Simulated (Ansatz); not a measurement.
```xyz
9

S    -0.715   -1.068   -1.072
C    -0.384    0.563   -0.380
B     0.909   -0.332   -0.212
Si   -0.062    0.110    1.411
H    -0.263   -0.868   -2.331
H    -0.710    1.423   -0.951
H     1.949   -0.442   -0.777
H    -1.089   -0.689    2.131
H     0.364    1.302    2.181
```

Total charge 0; spin multiplicity 1. The bonds changed during the relaxation, so this is another structure than the one it started from.

Question: List the ωB97M-V/def2-TZVPP orbital energies in eV (the Gaussian-basis code of Ansatz). (Best estimate.)

Answer: Ansatz gave: Occupied: -2428.46, -1806.56, -282.01, -222.36, -187.67, -165.47, -165.37, -165.31, -147.67, -101.81, -101.77, -101.74, -26.32, -21.08, -17.61, -16.08, -15.47, -13.35, -12.81, -11.85, -11.24, -9.56, -8.83. Lowest empty: 1.43, 1.68, 2.10, 2.80, 2.93, 3.48, 3.58, 4.07.
